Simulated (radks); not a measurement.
The erbium anion Er- inside a hard spherical wall (all orbitals vanish at R), configuration held at [Xe] 4f13 6s2 and not refilled when levels cross. Method: scalar-relativistic Kohn-Sham, r2SCAN, spin-unpolarised, spherical densities, finite nucleus; meta-GGA in the generalised Kohn-Sham scheme; Fermi nuclear charge, rms radius 5.2516 fm; computed with a radial shooting solver on a logarithmic mesh with Libxc functionals. Eigenvalues in eV, with the zero of energy where the potential of the charges vanishes at infinity; a dash marks a level that is unbound or too diffuse for the functional's potential to be trusted. A positive occupied level is held by the wall or, in an anion where self-interaction has pushed it up, behind a barrier. The pressure on the wall is -dE/dV.

| R (bohr) | E (hartree) | kinetic (hartree) | e(5s) | e(5p) | e(6s) | e(6p, empty) | e(5d, empty) | e(4f) | pressure (GPa) |
|---|---|---|---|---|---|---|---|---|---|
| 8 | -13086.2195 | 14185.980 | -42.782 | -17.272 | 2.566 | - | - | 8.367 | 1.53 |
| 5 | -13085.7935 | 14187.176 | -36.712 | -11.573 | 10.006 | 16.455 | 13.231 | 14.727 | 36.6 |
| 4 | -13085.0948 | 14189.410 | -31.951 | -7.173 | 19.906 | 30.376 | 19.454 | 20.073 | 177 |
| 3.5 | -13084.2285 | 14192.382 | -27.727 | -3.093 | 30.763 | 44.666 | 25.369 | 25.072 | 471 |
| 3 | -13082.3470 | 14198.918 | -20.657 | 4.216 | 51.622 | 70.528 | 35.832 | 33.733 | 1460 |
| 2 | -13064.3037 | 14256.743 | 23.638 | 55.395 | 199.65 | 237.60 | 104.77 | 83.284 | 26700 |
